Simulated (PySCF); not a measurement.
Species: C2H5BO2.
Atom-mapped SMILES: `[CH2:1]=[CH:2][B:3]([OH:4])[OH:5]` (hydrogens: H6, H7 on C1; H8 on C2; H9 on O4; H10 on O5)

Method used: PBE0-D3(BJ)/def2-SVP geometry optimisation, gas phase (PySCF 2.14.0).

Q: Give the optimised bond lengths and angles.

A: 
```
         bond  length (pm)
        C1=C2        133.8
        C2–B3        156.1
 B3–O4, B3–O5        136.7
        C1–H6        109.5
        C1–H7        109.5
        C2–H8        109.7
O4–H9, O5–H10         96.1
```

Bonds in one row agree within 1 pm and their mean is given. A selection of angles:
```
   angle  degrees
C2–C1–H6    120.8
C2–C1–H7    122.6
H6–C1–H7    116.7
C1–C2–B3    122.9
C1–C2–H8    118.7
B3–C2–H8    118.4
C2–B3–O4    118.7
C2–B3–O5    117.5
O4–B3–O5    123.7
B3–O4–H9    115.5
```

Dihedral angles: C1–C2–B3–O4 1° (synperiplanar); H9–O4–B3–C2 -179° (antiperiplanar); H10–O5–B3–C2 180° (antiperiplanar).

B3 (three-coordinate boron) is planar (angles 123.7°, 118.7° and 117.5°, sum 360.0°, 0.00 Å off the plane of its three neighbours). O4 (boron-bound oxygen) is bent (angle 115.5°). The 5 heavy atoms lie in one plane (0.006 Å rms). Of the pairs four or more bonds apart, O4···H6 is among the closest relative to their van der Waals radii: 2.62 Å, 96 % of the sum of Bondi's values.

Point group: Cs (tolerance 0.08 Å). No frequency check. The numbers are those of one conformer (C2–B3–O4–H -179°, C2–B3–O5–H 180°).
